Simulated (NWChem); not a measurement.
System: C₃H₆OS; SMILES C[C@@H]1OCS1

NWChem printed, in part:

```
             Northwest Computational Chemistry Package (NWChem) 7.3.0
             --------------------------------------------------------

                             Geometry "geometry" -> ""
                             -------------------------

 Output coordinates in angstroms (scale by  1.889725989 to convert to a.u.)

  No.       Tag          Charge          X              Y              Z
 ---- ---------------- ---------- -------------- -------------- --------------
    1 C                    6.0000     0.39269200     1.91125300     0.29612500
    2 C                    6.0000     0.00545600     0.66386100    -0.44588600
    3 O                    8.0000    -1.25980100     0.16106100    -0.05775100
    4 C                    6.0000    -0.89796400    -1.15799500     0.26710800
    5 S                   16.0000     0.90127400    -0.88718800     0.02374700
    6 H                    1.0000     1.39826500     2.24257000    -0.00452500
    7 H                    1.0000     0.38306800     1.73217100     1.38039800
    8 H                    1.0000    -0.32134000     2.71637800     0.05871500
    9 H                    1.0000     0.05131000     0.82255400    -1.53976400
   10 H                    1.0000    -1.17571500    -1.43096200     1.29966500
   11 H                    1.0000    -1.31751800    -1.90060500    -0.43549400

 Effective nuclear repulsion energy (a.u.)     236.5466333103

                                 NWChem DFT Module
                                 -----------------

 Summary of "ao basis" -> "ao basis" (spherical)
 ------------------------------------------------------------------------------
       Tag                 Description            Shells   Functions and Types
 ---------------- ------------------------------  ------  ---------------------
 C                          def2-svp                 6       14   3s2p1d
 O                          def2-svp                 6       14   3s2p1d
 S                          def2-svp                 8       18   4s3p1d
 H                          def2-svp                 3        5   2s1p

 in cosmo_initialize ...
 calling solv_data for solv:h2o

 solvent parameters
 solvname_short: h2o
 solvname_long:  water
 dielec:       78.4000
 dielecinf:     1.7769
 aqueous SMD model solvent descriptors
 dielec:       78.4000
 sola:          0.8200

[...]

                                COSMO-SMD solvation results
                                ---------------------------

             internal energy in gas <Psi(g)|H|Psi(g)> =      -590.675467727666
         internal energy in solvent <Psi(s)|H|Psi(s)> =      -590.674396762305
                               delta internal energy  =         0.001070965361 (    0.67 kcal/mol)
   total free energy in solvent <Psi(s)|H+V/2|Psi(s)> =      -590.683389433617
 polarization energy contribution <Psi(s)|V/2|Psi(s)> =        -0.008992671312 (   -5.64 kcal/mol)
    total free energy in solvent including G(SMD-CDS) =      -590.679740382396
                       G(SMD-CDS) energy contribution =         0.003649051221 (    2.29 kcal/mol)
     1 M fixed-concentration free energy of solvation =        -0.004272654730 (   -2.68 kcal/mol)

                       DFT Final Molecular Orbital Analysis
                       ------------------------------------

 Vector   22  Occ=2.000000D+00  E=-3.208812D-01
              MO Center= -3.9D-02, -3.0D-01,  4.8D-02, r^2= 2.9D+00
   Bfn.  Coefficient  Atom+Function         Bfn.  Coefficient  Atom+Function
  ----- ------------  ---------------      ----- ------------  ---------------
    67      0.322768   5 S  px               32      0.284418   3 O  px
    64      0.271182   5 S  px               35      0.223144   3 O  px
    33     -0.215003   3 O  py               18     -0.183787   2 C  px
    34     -0.181926   3 O  pz               60      0.181928   5 S  s
    46     -0.171831   4 C  px               36     -0.170680   3 O  py

 Vector   23  Occ=2.000000D+00  E=-2.967007D-01
              MO Center= -5.5D-01, -1.1D-01, -1.2D-01, r^2= 2.5D+00
   Bfn.  Coefficient  Atom+Function         Bfn.  Coefficient  Atom+Function
  ----- ------------  ---------------      ----- ------------  ---------------
    34      0.468461   3 O  pz               37      0.364555   3 O  pz
    69     -0.223354   5 S  pz               32      0.192647   3 O  px
    68     -0.188780   5 S  py               35      0.162119   3 O  px
    66     -0.148977   5 S  pz               90      0.146977   9 H  s
    65     -0.140795   5 S  py              100      0.122705  11 H  s

 Vector   24  Occ=2.000000D+00  E=-2.395675D-01
              MO Center=  4.7D-01, -6.9D-01,  8.5D-04, r^2= 2.6D+00
   Bfn.  Coefficient  Atom+Function         Bfn.  Coefficient  Atom+Function
  ----- ------------  ---------------      ----- ------------  ---------------
    69      0.568690   5 S  pz               66      0.382456   5 S  pz
    63      0.217390   5 S  pz               68      0.200392   5 S  py
     3     -0.187850   1 C  s               100      0.165032  11 H  s
    34      0.161938   3 O  pz               90      0.157129   9 H  s
    95     -0.156004  10 H  s                65      0.130159   5 S  py

 Vector   25  Occ=0.000000D+00  E= 1.553217D-03
              MO Center=  5.3D-01, -6.5D-01,  1.0D-03, r^2= 2.9D+00
   Bfn.  Coefficient  Atom+Function         Bfn.  Coefficient  Atom+Function
  ----- ------------  ---------------      ----- ------------  ---------------
    17      0.904688   2 C  s                45     -0.857308   4 C  s
    68     -0.789491   5 S  py               22     -0.446747   2 C  py
    49     -0.390777   4 C  px               67     -0.351429   5 S  px
    69      0.317358   5 S  pz               46     -0.268516   4 C  px
    19     -0.258730   2 C  py               44     -0.229566   4 C  s

[...]
```

Level: PBE0/def2-SVP, SMD on the gas-phase geometry. Geometry: optimised at PBE0/def2-SVP. Solvent: water.

**Question.** Reconstruct the input file.

**Answer.** One answer among several that fit: the input that was run:
```
start job
memory heap 200 mb stack 900 mb global 1100 mb
geometry units angstroms noautosym nocenter noautoz
  C      0.392692     1.911253     0.296125
  C      0.005456     0.663861    -0.445886
  O     -1.259801     0.161061    -0.057751
  C     -0.897964    -1.157995     0.267108
  S      0.901274    -0.887188     0.023747
  H      1.398265     2.242570    -0.004525
  H      0.383068     1.732171     1.380398
  H     -0.321340     2.716378     0.058715
  H      0.051310     0.822554    -1.539764
  H     -1.175715    -1.430962     1.299665
  H     -1.317518    -1.900605    -0.435494
end
basis spherical
  * library def2-svp
end
dft
  xc pbe0
  iterations 150
end
cosmo
  do_cosmo_smd true
  solvent water
end
task dft energy
```
